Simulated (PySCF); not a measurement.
# Electric field gradients and quadrupole coupling constants

C6H12NP.
SMILES with atom numbers: `[CH:1]#[C:2][P:3]([CH3:4])[CH2:5][N:6]([CH3:7])[CH3:8]` (hydrogens: H9 on C1; H10, H11, H12 on C4; H13, H14 on C5; H15, H16, H17 on C7; H18, H19, H20 on C8)

Geometry (GFN2-xTB, Å), atoms numbered from 1 in this order:
```
atom  x, y, z in Å
C1     1.906    2.331    0.668
C2     1.541    1.359    0.061
P3     0.967    0.041   -0.968
C4     2.445   -1.061   -0.749
C5    -0.115   -0.854    0.323
N6    -1.482   -0.438    0.427
C7    -1.614    0.922    0.899
C8    -2.210   -0.648   -0.803
H9     2.235    3.155    1.231
H10    2.256   -2.014   -1.242
H11    3.305   -0.590   -1.222
H12    2.660   -1.229    0.305
H13    0.366   -0.751    1.301
H14   -0.099   -1.912    0.036
H15   -1.199    1.652    0.187
H16   -2.669    1.143    1.058
H17   -1.087    1.027    1.847
H18   -1.802   -0.046   -1.632
H19   -2.157   -1.701   -1.078
H20   -3.253   -0.376   -0.652
```

Field gradients from the PBE0/pcSseg-1 density (PySCF, non-relativistic), principal values in atomic units, ordered |Vxx| ≤ |Vyy| ≤ |Vzz|:

```json
{"atom": "N6", "Vxx": "0.6126", "Vyy": "0.6488", "Vzz": "-1.2614"}
```

Question: Find the asymmetry η = (Vxx − Vyy)/Vzz and the couplings χ = eQV/h (234.96 MHz × Q in barn × V in au), with Q(14N) = 0.02044 b.

Answer: 
```
atom              environment  nucleus     η  χzz (MHz)  χxx (MHz)  χyy (MHz)
  N6  tertiary amine nitrogen      14N  0.03      -6.06       2.94       3.12
```

The gradient is axial or nearly so (η below 0.05) at N6. The tensor is traceless: Vxx + Vyy + Vzz = 0.

Question: What is Vzz at N6 in SI units (1 au = 9.71736 × 10²¹ V/m²)?

Answer: -1.2614 au = -12.257 × 10²¹ V/m².

Question: What couplings would deuterons (Q(2H) = 0.00286 b) have in place of the hydrogens, at this geometry?

Answer: 
```
atom  bonded to  bond length (Å)  Vzz (au)     η  χzz (kHz)
  H9         C1            1.051    0.3922  0.01        264
 H10         C4            1.089    0.3142  0.02        211
 H11         C4            1.088    0.3147  0.02        212
 H12         C4            1.089    0.3118  0.01        210
 H13         C5            1.095    0.2956  0.06        199
 H14         C5            1.096    0.2947  0.05        198
 H15         C7            1.101    0.2819  0.08        189
 H16         C7            1.089    0.3083  0.06        207
 H17         C7            1.089    0.3077  0.07        207
 H18         C8            1.102    0.2801  0.06        188
 H19         C8            1.089    0.3081  0.06        207
 H20         C8            1.089    0.3090  0.06        208
```

Geometry: GFN2-xTB, one conformer, isolated molecule. GFN2-xTB bond lengths can be off by several hundredths of an ångström, more for odd bonds, and the gradients follow them. These gradients aren't converged with respect to the basis.
